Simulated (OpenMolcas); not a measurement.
An OpenMolcas run meant for Cu³⁺ (ANO-RCC-VDZP, DKH2; inactive shells 1s 2s 2p 3s 3p; intended active space 8 electrons in 5 orbitals (3d)). One step of its input:

```
&RASSCF
FileOrb=start.orb
Symmetry=1
Spin=3
nActEl=8 0 0
Inactive=3 6
Ras2=5 0
CIRoot=10 10 1
SDav=10
CIMx=300
Iter=72 100
PrWF=0.3
OrbListing=Nothing
MaxOrb=0
Atom
Thrs=1.0e-3 5.0e-1 5.0e-1
```

The run finished. Its levels beside those of a sound run (CASSCF), in cm⁻¹ above each run's lowest level:

```tsv
Level	This run	Usual run
3d⁸ ³F₄	0.0	0.0
3d⁸ ³F₃	1928	1928
3d⁸ ³F₂	3220	3220
3d⁸ ¹D₂	19282	19285
3d⁸ ³P₂	23509	23509
3d⁸ ³P₁	23954	23955
3d⁸ ³P₀	24315	24315
3d⁸ ¹G₄	29942	29937
3d⁸ ¹S₀	71787	71744
```

**Question.** Which setting is unsound, and how much does it matter here?

**Answer.** The convergence thresholds are far too loose, so the orbitals stop early. Against the sound run the excited levels shown move by 6.6 cm-1 on average and by 44 cm-1 at most.

Without dynamic correlation excited terms often stand tens of per cent too high (terms of higher spin than the ground term too low), and those without a measured partner can miss by more than the paired ones. The basis is small and was not contracted for so high a charge. Only configurations of the active space appear.
